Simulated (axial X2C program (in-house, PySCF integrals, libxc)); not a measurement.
# Low determinants of BeGe at the PBE0 level, two-component

Calculated with an in-house relativistic program for diatomic molecules. Two-component (2c) means X2C with spin–orbit coupling and atomic mean-field two-electron Coulomb and Gaunt terms. Basis: Ge dyall-cv3z [9s9p7d4f1g], Be dyall-cv3z [8s8p3d1f] (cores contracted in-house); Gaussian nuclei, density fitting, unrestricted open shells. Masses: Ge 73.921 u, Be 9.012 u.

Search at 2.164 Å (vertical energies from the lowest determinant):

```tsv
ΔE (eV)	state	electrons beyond evenly filled partner blocks	electrons in ±ω = 1/2, 3/2, 5/2, 7/2
0.00	Ω = 1	ω = -1/2, ω = 3/2	25 9 2 0
0.60	Ω = 0	none	26 8 2 0
0.67	Ω = 2	ω = 1/2, ω = 3/2	25 9 2 0
0.68	Ω = 1	2 × ω = 1/2	26 8 2 0
0.77	Ω = 0	none	24 10 2 0
1.83	Ω = 0	3 × ω = 1/2, ω = -3/2	25 9 2 0
2.18	Ω = 1	2 × ω = 1/2	24 10 2 0
```

Lowest determinant, Ω = 1 (⟨Sz⟩ = 0.99, ⟨Lz⟩ = 0.01 at PBE0): Re = 2.161 Å, ωe = 507.9 cm⁻¹.

The determinant in row 2 of the search, Ω = 0 (closed shell), was followed along the bond at PBE0; measured from the minimum of the lowest determinant it gives:

Te = 0.598 eV (4819 cm⁻¹), Re = 2.158 Å, ωe = 516.1 cm⁻¹.

Question: Compare the bond of the determinant in row 2 with that of the lowest one.

Answer: At PBE0 its Re is 0.003 Å shorter and its force constant, which goes as ωe², is 1.03 times that of the lowest determinant. T0 ≈ Te + Δωe/2 = 4819 + (4) = 4823 cm⁻¹.

The search compares states at one distance, so a state with another bond length can lie lower; it is not exhaustive and yields mostly the lowest determinant of each block pattern, so other components and higher states of one pattern are missing. These are energies of single determinants, not of spin-adapted states; PBE0 term energies can be off by some tenths of an eV, and the functional has no current term. Open-shell Ω = 0 determinants with evenly filled partner blocks cannot be reached by this program, so the Ω shown need not be the lowest component. The lowest determinant need not be the ground state where others lie within half an eV. A closed-shell Ω = 0 row of a π² shell mixes the 0⁺ component of the triplet with ¹Σ⁺ and matches no level; 0⁺ can lie lowest.
